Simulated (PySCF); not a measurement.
C₆ coefficients of unlike pairs at UHF

Calculated with PySCF 2.14 from the dipole response of each species, C₆(A,B) = (3/π) ∫ α_A(iu) α_B(iu) du, in atomic units, from isotropic polarisabilities. For ions this is the dispersion term alone; charge-induced terms of lower order in 1/R come first.

| species | configuration | basis | relativity | α (bohr³) | C₆ (like pair) |
| --- | --- | --- | --- | --- | --- |
| Cr⁺ | [Ar] 3d5 (6S) | x2c-TZVPPall with one added diffuse shell each of s, p, d, f type (7s6p5d3f1g) | spin-free X2C | 9.392 | 33.74 |
| Be⁺ | [He] 2s1 (2S) | aug-cc-pV5Z (7s6p5d4f3g2h) | none | 24.94 | 71.14 |
| N | [He] 2s2 2p3 (4S) | dyall-acv3z (15s9p4d2f) | none | 7.119 | 23.14 |
| Kr | [Kr] (1S) | def2-QZVPPD (12s8p5d4f1g) | none | 16.47 | 127.0 |

Task: Estimate C₆ for Kr with Cr⁺.

Result: The integral gives 64.93. The combination rule 2 C_A C_B / (C_A α_B/α_A + C_B α_A/α_B) gives 65.12 and the geometric mean 65.45.

No spin-orbit coupling is included.

The other pairs:

```
    pair     C₆
  N, Be⁺  32.80
   Kr, N  54.16
  N, Cr⁺  27.77
 Kr, Be⁺  76.71
Be⁺, Cr⁺  40.37
```
